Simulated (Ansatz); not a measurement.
Reaction (redistribution): `C[SiH](S)CCl` + `C=C(O)[SiH3]` → `C[SiH](O)S` + `C=C([SiH3])CCl`

Calculated with Ansatz (gas phase, PBE0-D4/def2-TZVP geometries, no zero-point term in ΔE). CBS: MP2 limit from def2 TZ/QZ plus the TZ coupled-cluster correction, frozen cores. DFT in def2-TZVPP. B3LYP here is the variant with VWN-RPA as its local correlation; programs differ in this. One conformer a species, not always the lowest.

```tsv
level	ΔE (kcal/mol)	difference from CCSD(T)/CBS
PBE-D4	-30.9	5.2
r2SCAN-D4	-33.7	2.4
B3LYP-D4	-34.3	1.8
PBE	-30.9	5.2
r2SCAN	-33.7	2.4
PBE0	-32.7	3.4
B3LYP	-34.2	1.9
HF/def2-TZVPP	-38.4	-2.3
SCS-MP2/def2-TZVPP	-37.6	-1.5
CCSD/def2-TZVPP	-36.7	-0.6
CCSD(T)/def2-TZVPP	-36.1	0.0
HF/def2-QZVPP	-38.6	-2.5
MP2/def2-QZVPP	-37.8	-1.7
SCS-MP2/def2-QZVPP	-37.7	-1.6
HF/CBS(def2)	-38.6	-2.5
MP2/CBS(def2)	-37.8	-1.7
CCSD(T)/CBS	-36.1	0
```

Largest T1 diagnostic among the species: 0.013.

From PBE to PBE0 (25 % exact exchange), in def2-TZVPP and without D4, ΔE moves by −1.9 kcal/mol.
